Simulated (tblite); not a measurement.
A geometry optimisation, step by step.

C3H4O2SSi.
Atom-mapped SMILES: `[O:1]=[C:2]=[C:3]([CH:4]=[O:5])[S:6][SiH3:7]` (hydrogens: H8 on C4; H9, H10, H11 on Si7)

Computed with GFN2-xTB (tblite), gas phase: L-BFGS steps from a force-field or distance-geometry start until the largest atomic force falls under 0.01 eV/Å. 13 of its 87 geometries are shown.

Step 0: E = -585.9075 eV, largest atomic force 2.311 eV/Å
```
atom  x, y, z in Å  |  force x, y, z in eV/Å
O1     -2.275   -2.181   -1.217    0.789   0.613   0.575
C2     -1.489   -1.570   -0.608   -0.761  -0.785  -0.790
C3     -0.622   -0.890    0.099   -1.953   0.714   1.009
C4     -1.139   -0.102    1.241    1.315   0.845   1.032
O5     -0.437    0.589    1.977   -0.875  -1.029  -1.377
S6      1.055   -1.018   -0.228    1.642  -0.427  -0.436
Si7     1.681    1.009   -0.606    0.140   0.973   0.153
H8     -2.219   -0.184    1.431    0.011  -0.083  -0.202
H9      0.515    1.738   -1.146    0.200  -0.287   0.145
H10     2.758    0.981   -1.612   -0.300  -0.237   0.238
H11     2.175    1.631    0.643   -0.210  -0.297  -0.346
```

Step 7: E = -586.0815 eV, largest atomic force 0.324 eV/Å
```
atom  x, y, z in Å  |  force x, y, z in eV/Å
O1     -2.248   -2.183   -1.238    0.159   0.038   0.029
C2     -1.493   -1.580   -0.603   -0.118  -0.128  -0.184
C3     -0.669   -0.871    0.124    0.108   0.080   0.153
C4     -1.120   -0.090    1.266   -0.090  -0.113  -0.290
O5     -0.407    0.602    1.940    0.037   0.142   0.066
S6      1.085   -1.013   -0.273   -0.144   0.015  -0.075
Si7     1.680    1.058   -0.592   -0.100  -0.159   0.083
H8     -2.218   -0.184    1.423    0.246   0.100   0.128
H9      0.507    1.711   -1.136   -0.147   0.060  -0.021
H10     2.728    0.940   -1.591    0.048  -0.070  -0.038
H11     2.161    1.613    0.652    0.001   0.035   0.150
```

Step 14: E = -586.1359 eV, largest atomic force 0.363 eV/Å
```
atom  x, y, z in Å  |  force x, y, z in eV/Å
O1     -2.142   -2.230   -1.322    0.107   0.063   0.022
C2     -1.480   -1.585   -0.629   -0.132  -0.079   0.048
C3     -0.686   -0.879    0.138   -0.012   0.108   0.018
C4     -1.065   -0.032    1.245   -0.029  -0.099   0.081
O5     -0.334    0.708    1.854    0.262   0.053  -0.246
S6      1.024   -1.046   -0.401   -0.021   0.085   0.105
Si7     1.613    1.053   -0.532   -0.041  -0.165  -0.015
H8     -2.129   -0.120    1.516   -0.133  -0.048  -0.058
H9      0.435    1.705   -1.100    0.083   0.011   0.084
H10     2.665    0.845   -1.524    0.008   0.157   0.032
H11     2.104    1.583    0.730   -0.092  -0.086  -0.071
```

Step 22: E = -586.1806 eV, largest atomic force 0.199 eV/Å
```
atom  x, y, z in Å  |  force x, y, z in eV/Å
O1     -2.057   -2.266   -1.392   -0.158  -0.112  -0.044
C2     -1.495   -1.613   -0.626    0.015   0.019  -0.006
C3     -0.730   -0.887    0.148    0.039  -0.053  -0.041
C4     -1.022    0.013    1.218   -0.008  -0.067   0.026
O5     -0.223    0.796    1.675    0.063   0.123  -0.056
S6      0.963   -1.091   -0.429    0.137   0.094  -0.001
Si7     1.555    1.013   -0.491   -0.008  -0.018   0.043
H8     -2.050   -0.063    1.599   -0.133   0.039   0.040
H9      0.402    1.717   -1.038    0.010  -0.040   0.004
H10     2.631    0.872   -1.470   -0.048   0.063   0.005
H11     2.030    1.511    0.780    0.093  -0.049   0.030
```

Step 29: E = -586.2106 eV, largest atomic force 0.204 eV/Å
```
atom  x, y, z in Å  |  force x, y, z in eV/Å
O1     -2.096   -2.305   -1.377   -0.043  -0.049  -0.037
C2     -1.500   -1.650   -0.639   -0.046   0.006   0.187
C3     -0.731   -0.926    0.136    0.023   0.007  -0.025
C4     -1.009    0.022    1.171    0.018   0.181  -0.093
O5     -0.204    0.867    1.505   -0.057  -0.035  -0.001
S6      0.972   -1.081   -0.438    0.005  -0.192  -0.027
Si7     1.533    1.022   -0.418    0.039   0.136  -0.019
H8     -2.010   -0.016    1.631    0.020  -0.119  -0.094
H9      0.377    1.693   -1.000    0.039   0.049   0.093
H10     2.579    0.942   -1.448   -0.063   0.031   0.078
H11     2.095    1.435    0.851    0.064  -0.015  -0.062
```

Step 36: E = -586.2362 eV, largest atomic force 0.116 eV/Å
```
atom  x, y, z in Å  |  force x, y, z in eV/Å
O1     -2.152   -2.329   -1.315   -0.064  -0.092   0.031
C2     -1.520   -1.679   -0.603    0.086   0.025   0.004
C3     -0.709   -0.936    0.109   -0.019  -0.008  -0.009
C4     -1.006    0.040    1.111    0.029   0.048   0.036
O5     -0.226    0.916    1.429   -0.058  -0.080  -0.033
S6      0.993   -1.098   -0.451   -0.016   0.017  -0.027
Si7     1.526    1.028   -0.370    0.036   0.061  -0.042
H8     -2.003   -0.044    1.573    0.039   0.056  -0.045
H9      0.376    1.712   -0.946    0.026   0.050   0.099
H10     2.540    0.999   -1.430    0.023  -0.023  -0.008
H11     2.188    1.395    0.867   -0.081  -0.053  -0.006
```

Step 43: E = -586.2565 eV, largest atomic force 0.146 eV/Å
```
atom  x, y, z in Å  |  force x, y, z in eV/Å
O1     -2.218   -2.406   -1.190    0.057  -0.019   0.035
C2     -1.521   -1.721   -0.576   -0.068  -0.078  -0.013
C3     -0.687   -0.941    0.067   -0.046   0.014   0.016
C4     -1.009    0.046    1.054   -0.031   0.016  -0.015
O5     -0.243    0.926    1.385    0.012  -0.029   0.058
S6      1.009   -1.075   -0.498   -0.016   0.050  -0.073
Si7     1.550    1.050   -0.374   -0.043  -0.087   0.109
H8     -2.022   -0.029    1.481    0.031   0.025  -0.009
H9      0.396    1.809   -0.821    0.043   0.058  -0.102
H10     2.549    1.025   -1.441    0.032   0.040  -0.061
H11     2.202    1.320    0.888    0.029   0.010   0.055
```

Step 50: E = -586.2809 eV, largest atomic force 0.140 eV/Å
```
atom  x, y, z in Å  |  force x, y, z in eV/Å
O1     -2.222   -2.568   -1.058    0.086   0.034   0.086
C2     -1.544   -1.801   -0.525   -0.078  -0.016  -0.062
C3     -0.720   -0.936    0.018   -0.002  -0.007  -0.024
C4     -1.009    0.066    0.993   -0.013  -0.048   0.001
O5     -0.209    0.915    1.336   -0.025   0.008  -0.036
S6      0.943   -1.023   -0.653   -0.024   0.030  -0.009
Si7     1.556    1.062   -0.319   -0.007   0.056  -0.023
H8     -2.024    0.039    1.408   -0.041  -0.011   0.058
H9      0.497    1.949   -0.769   -0.046   0.018  -0.005
H10     2.527    1.079   -1.423    0.091  -0.022   0.104
H11     2.210    1.219    0.966    0.060  -0.042  -0.091
```

Step 57: E = -586.2963 eV, largest atomic force 0.132 eV/Å
```
atom  x, y, z in Å  |  force x, y, z in eV/Å
O1     -2.206   -2.724   -0.903   -0.056  -0.021  -0.054
C2     -1.566   -1.861   -0.489    0.082   0.020   0.102
C3     -0.757   -0.930   -0.038    0.018   0.031  -0.047
C4     -1.021    0.078    0.934   -0.024  -0.022  -0.032
O5     -0.202    0.917    1.260   -0.017   0.085  -0.008
S6      0.864   -0.938   -0.811   -0.038   0.017  -0.013
Si7     1.540    1.094   -0.284    0.107  -0.001  -0.047
H8     -2.028    0.081    1.367   -0.039  -0.067   0.073
H9      0.560    2.086   -0.704    0.034  -0.036  -0.002
H10     2.571    1.107   -1.340   -0.020   0.010   0.033
H11     2.248    1.093    0.982   -0.047  -0.017  -0.004
```

Step 64: E = -586.3081 eV, largest atomic force 0.125 eV/Å
```
atom  x, y, z in Å  |  force x, y, z in eV/Å
O1     -2.186   -2.754   -0.880    0.048   0.030   0.064
C2     -1.555   -1.885   -0.460   -0.096   0.034  -0.073
C3     -0.783   -0.900   -0.061    0.071  -0.055   0.065
C4     -1.041    0.084    0.939    0.002  -0.006  -0.065
O5     -0.245    0.956    1.234    0.015   0.045   0.000
S6      0.816   -0.893   -0.887   -0.004   0.091   0.026
Si7     1.562    1.100   -0.300    0.004  -0.022  -0.017
H8     -2.023    0.036    1.428    0.013  -0.074   0.000
H9      0.598    2.105   -0.722    0.077  -0.015  -0.009
H10     2.639    1.108   -1.307   -0.065  -0.014   0.007
H11     2.225    1.045    0.990   -0.066  -0.014   0.002
```

Step 72: E = -586.3215 eV, largest atomic force 0.105 eV/Å
```
atom  x, y, z in Å  |  force x, y, z in eV/Å
O1     -2.157   -2.845   -0.732   -0.016   0.033  -0.019
C2     -1.551   -1.915   -0.421    0.081   0.032   0.059
C3     -0.794   -0.889   -0.099   -0.022  -0.056  -0.051
C4     -1.059    0.093    0.901    0.024  -0.001  -0.005
O5     -0.306    1.014    1.156   -0.004  -0.014  -0.011
S6      0.723   -0.772   -1.058    0.008   0.039   0.038
Si7     1.581    1.111   -0.298   -0.075   0.002  -0.020
H8     -2.005   -0.029    1.447    0.004  -0.005   0.005
H9      0.720    2.215   -0.687    0.044   0.012  -0.011
H10     2.700    1.099   -1.255   -0.032  -0.029   0.013
H11     2.155    0.919    1.021   -0.012  -0.014   0.001
```

Step 79: E = -586.3250 eV, largest atomic force 0.020 eV/Å
```
atom  x, y, z in Å  |  force x, y, z in eV/Å
O1     -2.134   -2.874   -0.685   -0.001  -0.001  -0.004
C2     -1.532   -1.934   -0.398   -0.011  -0.012  -0.010
C3     -0.798   -0.881   -0.120    0.001   0.005   0.014
C4     -1.058    0.096    0.886    0.008   0.009   0.009
O5     -0.326    1.041    1.111   -0.013  -0.004  -0.011
S6      0.675   -0.713   -1.130    0.012  -0.006  -0.002
Si7     1.565    1.116   -0.292    0.006   0.005   0.014
H8     -1.979   -0.051    1.466   -0.003  -0.005   0.006
H9      0.778    2.273   -0.678    0.001   0.019  -0.005
H10     2.709    1.072   -1.217    0.000  -0.008  -0.007
H11     2.106    0.859    1.031    0.001  -0.001  -0.006
```

Step 86: E = -586.3253 eV, largest atomic force 0.010 eV/Å
```
atom  x, y, z in Å  |  force x, y, z in eV/Å
O1     -2.135   -2.869   -0.698   -0.003   0.001  -0.004
C2     -1.533   -1.932   -0.401    0.004   0.001   0.008
C3     -0.797   -0.883   -0.114   -0.004  -0.009  -0.001
C4     -1.058    0.095    0.891   -0.001  -0.005  -0.005
O5     -0.330    1.045    1.109    0.002   0.002  -0.001
S6      0.680   -0.719   -1.120   -0.001   0.003  -0.003
Si7     1.563    1.118   -0.293    0.007  -0.003   0.005
H8     -1.975   -0.056    1.476   -0.004   0.001   0.003
H9      0.780    2.276   -0.685    0.000   0.003   0.003
H10     2.707    1.067   -1.220    0.000  -0.003   0.000
H11     2.104    0.862    1.030    0.000   0.008  -0.004
```

**Question.** Summarise the path.

**Answer.** The energy falls by 40.31 kJ/mol from step 0 to step 86; nine tenths of that is first reached at step 52. It falls at every step. The largest force goes from 2.311 to 0.010 eV/Å. Among the bonds C3–S6 changes most, from 1.713 to 1.795 Å; the atoms move by 0.664 Å rms after alignment.

**Question.** Follow the three bonds and two angles with the largest change from start to end.

**Answer.** 
| step | E above end (kJ/mol) | largest force (eV/Å) | C3–S6 (Å) | C3–C4 (Å) | S6–Si7 (Å) | S6–Si7–H10 (°) | H9–Si7–H11 (°) |
| --- | --- | --- | --- | --- | --- | --- | --- |
| 0 | 40.31 | 2.311 | 1.713 | 1.480 | 2.154 | 108.3 | 111.4 |
| 4 | 25.35 | 0.199 | 1.797 | 1.453 | 2.178 | 105.5 | 113.0 |
| 7 | 23.53 | 0.324 | 1.804 | 1.456 | 2.178 | 102.7 | 114.8 |
| 11 | 20.66 | 0.257 | 1.792 | 1.439 | 2.167 | 97.9 | 117.0 |
| 15 | 17.53 | 0.321 | 1.806 | 1.448 | 2.184 | 95.7 | 115.9 |
| 19 | 14.98 | 0.212 | 1.800 | 1.433 | 2.165 | 97.3 | 114.1 |
| 22 | 13.96 | 0.199 | 1.799 | 1.429 | 2.187 | 97.2 | 115.1 |
| 26 | 12.65 | 0.302 | 1.809 | 1.438 | 2.186 | 98.9 | 117.5 |
| 30 | 10.68 | 0.206 | 1.802 | 1.429 | 2.183 | 96.8 | 123.0 |
| 34 | 8.99 | 0.138 | 1.801 | 1.430 | 2.203 | 97.7 | 125.4 |
| 37 | 8.44 | 0.145 | 1.799 | 1.429 | 2.190 | 96.8 | 125.3 |
| 41 | 7.17 | 0.197 | 1.794 | 1.432 | 2.194 | 96.9 | 122.7 |
| 45 | 6.30 | 0.137 | 1.794 | 1.431 | 2.193 | 95.4 | 122.1 |
| 49 | 4.59 | 0.197 | 1.798 | 1.428 | 2.194 | 94.4 | 122.3 |
| 52 | 3.95 | 0.165 | 1.791 | 1.428 | 2.205 | 94.6 | 122.8 |
| 56 | 2.93 | 0.358 | 1.794 | 1.425 | 2.205 | 93.2 | 125.0 |
| 60 | 2.45 | 0.159 | 1.793 | 1.424 | 2.198 | 93.4 | 125.8 |
| 64 | 1.66 | 0.125 | 1.800 | 1.426 | 2.208 | 94.1 | 125.9 |
| 67 | 0.92 | 0.160 | 1.799 | 1.426 | 2.199 | 93.8 | 124.9 |
| 71 | 0.43 | 0.115 | 1.797 | 1.426 | 2.202 | 93.8 | 125.1 |
| 75 | 0.07 | 0.068 | 1.794 | 1.427 | 2.200 | 92.9 | 125.7 |
| 79 | 0.03 | 0.020 | 1.794 | 1.426 | 2.199 | 92.9 | 125.8 |
| 82 | 0.01 | 0.016 | 1.795 | 1.426 | 2.200 | 92.8 | 125.9 |
| 86 | 0.00 | 0.010 | 1.795 | 1.426 | 2.200 | 92.7 | 126.0 |

The cost below is that of the whole relaxation. Time: 0.56 s of wall time. Hardware: one thread of an Arm Neoverse V1, on a shared host.
